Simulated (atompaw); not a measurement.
selenium: one change to a PAW (atompaw) potential, before and after

* Element: selenium
* Generator: atompaw 4.2.0.5
* Type: PAW
* Functional: LDA (PW92)
* Relativity: scalar-relativistic
* Frozen core: [Ar] 3d10
* Valence charge: 6
* Reference configuration: 4s2 4p4
* Partial waves: 4s (bound): rc 1.90 bohr; 4s channel at -0.05 Ry: rc 1.90 bohr; 4p (bound): rc 1.90 bohr; 4p channel at 0.65 Ry: rc 1.90 bohr
* Local potential: bessel scheme, radius 1.35 bohr
* Core correction: smooth core density matched at 1.55 bohr
* Augmentation charge: besselshape compensation charge, radius 1.65 bohr; PAW radius 1.90 bohr; waves and projectors: custom rrkj vanderbiltortho

Change: all radii scaled by about 1.17 (s 2.22, p 2.22 bohr); local potential bessel scheme, radius 1.58 bohr; augmentation besselshape compensation charge, radius 1.92 bohr; PAW radius 2.22 bohr; waves and projectors: custom rrkj vanderbiltortho; core correction smooth core density matched at 1.80 bohr.

Cutoffs: the cutoffs (Ry, on a coarse ladder) from which the occupation-weighted sum of valence levels, in a spherical-Bessel basis at the reference potential, stays within 10 and 1 mRy of its value at 400 Ry; they do not see the model core or the augmentation charge, which bear on the density cutoff.

What does the change do?

The potential gets softer (15 Ry and 21 Ry → 12 Ry and 15 Ry); neither file shows a bound ghost. A larger radius leaves more room for a smooth pseudo-wave, so fewer plane waves are needed.

```json
{"quantity": "cutoff, loose", "base": "15 Ry", "changed": "12 Ry"}
{"quantity": "cutoff, tight", "base": "21 Ry", "changed": "15 Ry"}
{"quantity": "bound ghosts", "base": "none", "changed": "none"}
{"quantity": "lowest overlap eigenvalue by channel", "base": "s 0.37, p 0.65", "changed": "s 0.37, p 0.72"}
```

 The cutoffs see the waves, projectors and local potential, not the compensation charge or the core.
